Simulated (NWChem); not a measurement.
Molecule: ZrOF₂; SMILES [O]=[Zr]([F])[F]

Computed with NWChem. Structure relaxed at the PBE0/def2-SVP level. def2 effective core potentials on Zr; no spin-orbit coupling. Vertical excitations in the gas phase.

Estimate the computed values for Hartree-Fock/def2-SVPD, CIS. Quantities: lowest excitation, singlet (eV); oscillator strength of that lowest state; orbital gap (eV).


```
Property                                  Result
----------------------------------------  ------
lowest excitation, singlet (eV)             5.79
oscillator strength of that lowest state   0.023
orbital gap (eV)                           11.99
```
